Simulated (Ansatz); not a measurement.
`C[SiH2][SiH](N)Cl` → `C[SiH2]N` + `[SiH]Cl` at 500 K and 1 bar (silylene formation by 1,1-elimination).

Calculated with Ansatz (gas phase, PBE0-D4/def2-TZVP geometries, no zero-point term in ΔE). CCSD(T)/CBS adds triple-zeta CCSD(T) − MP2 to the extrapolated MP2 energy (def2 sets, frozen cores). This one scheme is used for every species. Each species was taken in one conformer, which may not be the lowest.

```csv
species,CCSD(T)/CBS energy (Eh),H − E (kJ/mol),S (J/(mol·K))
`C[SiH2][SiH](N)Cl`,-1135.60184,298.9,477.9
`C[SiH2]N`,-386.08232,247.9,360.4
`[SiH]Cl`,-749.43948,39.6,274.0
```

H − E and S are ideal-gas, rigid-rotor, harmonic terms from PBE0-D4/def2-TZVP, for one conformer and one mirror image of each species. 1 Eh = 2625.50 kJ/mol, R = 8.31446 J/(mol·K).

Task: By hand: ΔE, ΔH, ΔS and ΔG.

Result: ΔE = (-386.08232) + (-749.43948) − (-1135.60184) = 0.08004 Eh = 210.1 kJ/mol. Δ(H − E) = 247.9 + 39.6 − 298.9 = -11.4, so ΔH = 198.7 kJ/mol. ΔS = 360.4 + 274.0 − 477.9 = 156.5 J/(mol·K). ΔG = 198.7 − 500 × (156.5)/1000 = 120.4 kJ/mol.

Task: By hand: the equilibrium constant, and the temperature at which ΔG would vanish if ΔH and ΔS stayed fixed.

Result: log₁₀ K = −ΔG/(RT ln 10) = -12.6. ΔG = 0 at ΔH/ΔS = 1270 K.

The number of gas molecules changes by +1, which sets the sign of ΔS. A doubt of 5 kJ/mol in ΔE shifts log₁₀ K by 0.5 here. Other conformers and mirror images would add mixing entropy, several J/(mol·K) or more a flexible species. Modes under 60 cm⁻¹, often nearly free rotors, make the harmonic entropy too high. These are equilibria of isolated gas molecules and say nothing of rates. Largest T1 diagnostic: 0.013 (customary marks: 0.02 for closed shells, 0.045 for open ones).
